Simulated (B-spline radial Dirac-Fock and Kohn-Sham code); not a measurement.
**The M5 (3d5/2) hole of molybdenum ions: width and yield against charge**

Level of theory: one-electron (LDA, Dirac) transition rates at Dirac-Fock energies; a radial B-spline solver. Tabulated ground configurations, configuration averages; single configurations, so decays that open only by mixing (as 1s 2s² with 1s 2p² in Be-like ions) are missing and such tiny yields are far too low.

```csv
ion,configuration,radiative (eV),non-radiative (eV),yield
Mo,[Kr] 4d5 5s1,3.55e-05,0.152,0.000234
Mo⁺,[Kr] 4d5,3.56e-05,0.156,0.000228
Mo²⁺,[Kr] 4d4,3.67e-05,0.141,0.000261
Mo³⁺,[Kr] 4d3,3.82e-05,0.120,0.000317
Mo⁴⁺,[Kr] 4d2,4.01e-05,0.0957,0.000418
Mo⁵⁺,[Kr] 4d1,4.22e-05,0.0683,0.000617
Mo⁶⁺,[Ar] 3d10 4s2 4p6,4.46e-05,0.0386,0.00115
Mo⁷⁺,[Ar] 3d10 4s2 4p5,3.98e-05,0.0293,0.00135
```

Values without a named source are computed, but for edge energies of neutral atoms, which are taken from tables.
